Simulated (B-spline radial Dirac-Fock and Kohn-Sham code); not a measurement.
# Binding energies of Ag¹⁸⁺ at several levels of theory

System: Ag¹⁸⁺, 1s2 2s2 2p6 3s2 3p6 3d10 4s1.

The density-functional columns are spherical, spin-unpolarised Dirac-Kohn-Sham results without Breit or QED terms: −ε is minus the orbital energy of the initial state and ΔSCF the difference of two total energies. The reference in the last column comes from Dirac-Fock energy differences between relaxed states, corrected for Breit and QED terms. All numbers are from a B-spline atomic structure program, in eV; a selection of levels is shown. For the 1s level of heavy atoms much of the gap between ΔSCF and the reference is the Breit and QED part, -78.5 eV here; for other levels the error of the functional can be larger.

| level | LDA −ε | LDA ΔSCF | Dirac-Fock |
| --- | --- | --- | --- |
| K | 25775.7 | 26102.5 | 26030.9 |
| L1 | 4204.2 | 4272.5 | 4317.5 |
| L2 | 3945.4 | 4027.3 | 4032.2 |
| L3 | 3769.8 | 3848.0 | 3858.8 |
| M2 | 1037.5 | 1067.6 | 1084.1 |
| M3 | 1005.5 | 1034.9 | 1051.8 |
| M4 | 823.3 | 855.1 | 853.9 |
| M5 | 816.8 | 848.3 | 847.6 |
| N1 | 489.4 | 503.0 | 499.6 |

For the outermost level NIST gives 500.87 ± 0.16 eV (semi-empirical); the differences from it are LDA −ε -11.45, LDA ΔSCF +2.17, Dirac-Fock -1.27 eV.

Values without a named source are computed, but for edge energies of neutral atoms, which are taken from tables.
